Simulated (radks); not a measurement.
The numbers below are computed, except where a source is named.
Spherical jellium clusters: N electrons in a uniform positive sphere of charge N and radius rs N^(1/3), rs = 3.65 bohr. Level of theory: non-relativistic Kohn-Sham, exchange-only LDA, spin-polarised, spherical densities (a radial shooting solver with Libxc functionals). Levels are named by radial order and angular momentum (1s, 1p, 1d, 2s, ...), and open shells are averaged over m.

N = 4, configuration 1s2 1p(up 2, down 0). This is the lowest configuration that the search found. Occupied and some empty levels:

level,occupation,eigenvalue (eV),<r> (bohr)
1s up,1,-4.1727,4.301
1s down,1,-3.1248,4.079
1p up,2,-2.2853,5.634
1p down,0,-1.0754,5.896
2s up,0,-0.52718,9.415
1d up,0,-0.41727,7.918

Energy (eV): total -2.91431, kinetic 7.8758, external -84.406, Hartree 39.933, exchange-correlation -11.403, background 45.086.
